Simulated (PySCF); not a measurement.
Compound: C7H7N (triplet state).
Bonds: C1–C2, C2–C3 (aromatic), C3–C4 (aromatic), C4–C5 (aromatic), C5–N6, C5–C7 (aromatic), C7–C8 (aromatic), C2–C8 (aromatic). Hydrogens: H9, H10, H11 on C1; H12 on C3; H13 on C4; H14 on C7; H15 on C8.

As a line formula: `CC1=CC=C([N])C=C1` [triplet].

Method used: UKS B3LYP, pcH-1 on C H N, non-relativistic, mean-field spin-orbit, GIAO (PySCF 2.14.0). Isolated species at its GFN2-xTB geometry, gas phase. Couplings are sensitive to structure, and on GFN2-xTB geometries they can be far from those on DFT ones. No stability test was run, so a lower SCF solution isn't excluded.

(1) Match the computed a_iso(13C) values +61.9, -42.1, +17.1, -8.6, -6.4 MHz (means over equivalent nuclei) with the sites C1; C2; C3/C8; C4/C7; C5.

(2) Match the computed a_iso(1H) values +14.6, -12.5, +8.6 MHz (means over equivalent nuclei) with the sites H9/H10/H11; H12/H15; H13/H14.

## Answers

(1) 
```
 site  a_iso (MHz)  ρ(0) (bohr⁻³)         position  distance from N6 (Å)  spin population  largest |T| (MHz)
   C1         -6.4        -0.0115  5 bonds from N6                  5.61            -0.03                0.6
   C2        +17.1        +0.0304  4 bonds from N6                  4.12            +0.37               28.9
C3/C8         -8.6        -0.0154  3 bonds from N6                  3.61            -0.16               10.6
C4/C7        +61.9        +0.1102  2 bonds from N6                  2.38            +0.38               19.8
   C5        -42.1        -0.0749   1 bond from N6                  1.27            -0.27               16.5
```

(2) 
```
      site  a_iso (MHz)  ρ(0) (bohr⁻³)                                         position  distance from N6 (Å)  bound to  spin population there  largest |T| (MHz)
H9/H10/H11        +14.6        +0.0065                                  6 bonds from N6                  6.08        C1                  -0.03                2.0
   H12/H15         +8.6        +0.0038  4 bonds from N6, on C3 of spin population -0.16                  4.49     C3/C8                  -0.16                2.2
   H13/H14        -12.5        -0.0056  3 bonds from N6, on C4 of spin population +0.38                  2.61     C4/C7                  +0.38                7.8
```

ρ(0) is the spin density at the nucleus and T the dipolar tensor; entries for several nuclei are means. The largest Mulliken spin populations are on N6 (+1.47), C7 (+0.38), C4 (+0.38) and C2 (+0.37). Four atoms exceed +0.15. The positive populations add up to 2.65 and the negative ones to -0.65, together 2S = 2.

Class means assume fast exchange of nuclei equivalent by connectivity; if that motion is slow, each nucleus keeps its own coupling. The three 1H nuclei of mean +14.6 MHz run from 7.4 to 29.0 MHz in the frozen geometry.
